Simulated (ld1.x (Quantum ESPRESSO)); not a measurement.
# Au (Z = 79): variants of one TM potential

Base potential:

* Element: gold
* Generator: ld1.x (Quantum ESPRESSO) 7.5
* Type: norm-conserving Troullier–Martins (Kleinman–Bylander form)
* Functional: PBE
* Relativity: scalar-relativistic
* Frozen core: [Xe] 4f14
* Valence charge: 11
* Reference configuration: 5d10 6s1 6p0
* Partial waves: 6s (bound): rc 2.30 bohr; 6p (bound, empty): rc 3.90 bohr; 5d (bound): rc 1.70 bohr
* Local potential: the d channel
* Core correction: none

All-electron outer shells of the reference configuration (PBE, scalar-relativistic, ld1.x):

```json
{"shell": "4f", "level (eV)": "-81.12", "outermost node (bohr)": "–", "outermost maximum (bohr)": "0.37"}
{"shell": "5p", "level (eV)": "-59.78", "outermost node (bohr)": "0.52", "outermost maximum (bohr)": "0.96"}
{"shell": "5d", "level (eV)": "-6.88", "outermost node (bohr)": "0.56", "outermost maximum (bohr)": "1.21"}
{"shell": "6s", "level (eV)": "-5.76", "outermost node (bohr)": "1.11", "outermost maximum (bohr)": "2.32"}
{"shell": "6p", "level (eV)": "-0.77", "outermost node (bohr)": "1.32", "outermost maximum (bohr)": "3.64"}
```

Cutoffs, loose and tight: the cutoffs (Ry, on a coarse ladder) from which the occupation-weighted sum of valence levels, in a spherical-Bessel basis at the reference potential, stays within 10 and 1 mRy of its value at 400 Ry. They do not see the model core or the augmentation charge, which bear on the density cutoff. Test errors are all-electron minus pseudo excitation energies from the reference, over the configurations 5d10 6s0 6p0; 5d9 6s0 6p0; 5d8 6s0 6p0; 5d10 6s0.5 6p0; 5d9 6s2 6p0; 5d10 6s0 6p1; 5d9 6s1 6p1. A dash means not determined; rows that change the core or the reference have their own tests. The largest error is taken over the tests solved by every variant that gives reliable tests at all: 5d10 6s0 6p0; 5d10 6s0.5 6p0; 5d8 6s0 6p0; 5d9 6s0 6p0; 5d9 6s2 6p0.

A true bound ghost makes a file unfit for plane-wave use even where its test errors are small: the radial tests pick states by their node count and pass the ghost by. Where a test does run into it, the solver fails or the error is huge.

| change | outcome | cutoff, loose | cutoff, tight | bound ghosts | largest test error (meV) |
| --- | --- | --- | --- | --- | --- |
| base | generated | 45 Ry | 60 Ry | s, p | -33 |
| type RRKJ; local potential all-electron potential smoothed inside 1.35 bohr (lloc = -1); rho0 0.01 | generated | 40 Ry | 55 Ry | s, p | +26 |
| core correction a·sin(br)/r model core inside 0.92 bohr | generated | 45 Ry | 60 Ry | s, p | -152 |
| wave 6s (bound): rc 2.30 bohr becomes 6s (bound): rc 1.86 bohr | generated | 45 Ry | 70 Ry | s, p | -26 |
| reference 5d10 6s0.5 6p0.5 | generated | 45 Ry | 55 Ry | s, p | -40 over the solved tests; 1 of 7 tests not solved or not reliable |
| all radii scaled by about 0.84 (s 1.92, p 3.26, d 1.42 bohr) | generated | 45 Ry | 80 Ry | s, p | -29 |
| wave 6p (bound): rc 3.90 bohr becomes 6p (bound): rc 5.00 bohr | generated | 45 Ry | 60 Ry | s, p | -33 |
| core [Kr] 4d10 4f14, valence charge 19; reference 5s2 5p6 5d9 6s0 6p0; waves now 5s (bound): rc 1.40 bohr; 5p (bound): rc 1.50 bohr; 5d (bound): rc 1.80 bohr | generated | 90 Ry | 140 Ry | none | -1276 |
| core correction a·sin(br)/r model core inside 1.22 bohr | generated | 45 Ry | 60 Ry | s, p | -153 |
| wave 5d (bound): rc 1.70 bohr becomes 5d (bound): rc 2.10 bohr | generated | 40 Ry | 55 Ry | s, p | -33 |

**Question.** What comes out with this change to the base: fully relativistic?

**Answer.** outcome: generated, misses its reference levels by 0.94 eV; cutoff, loose: 45 Ry; cutoff, tight: 60 Ry; bound ghosts: s, p3/2, p1/2; largest test error (meV): +34.

**Question.** What comes out with this change to the base: wave 5d (bound): rc 1.70 bohr becomes 5d (bound): rc 1.94 bohr?

**Answer.** outcome: generated; cutoff, loose: 45 Ry; cutoff, tight: 55 Ry; bound ghosts: s, p; largest test error (meV): -33.
